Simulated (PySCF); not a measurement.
# Zn: excitation energy

Zn [Ar] 3d10 4s2 (1S) → Zn [Ar] 3d9 4s2 4p1 (high-spin determinant), as a difference of total energies. All numbers are calculated (PySCF 2.14, the spin-free X2C one-electron Hamiltonian (Gaussian nucleus), in aug-cc-pVTZ-DK (8s7p5d3f2g, 93 functions)). Correlated levels: valence: [Ar] frozen. The calculations carry no spin-orbit coupling.

| method | excitation energy (eV) |
| --- | --- |
| UHF | 8.835 |
| LDA | 11.901 |
| PBE | 11.364 |
| PBE0 | 10.847 |
| revPBE | 11.293 |
| M06 | 11.539 |
| B2PLYP | 11.098 |
| MN15 | 11.751 |
| SCS-MP2 (valence) | 11.248 |

Task: Estimate what MP2 (valence) gives.

Result: 11.565 eV, closest to M06 among the rows shown.

Task: Estimate what r2SCAN gives.

Result: 10.896 eV, closest to PBE0 among the rows shown.

A first-order spin-orbit estimate (lowest level to lowest level, LS coupling) adds -0.108 eV.

The upper state lies above the first ionisation limit, where it may autoionise and the basis confines it.

The determinant of the upper state mixes LS terms, which raises its energy above the lowest term, most at the Hartree-Fock and MP2 levels.
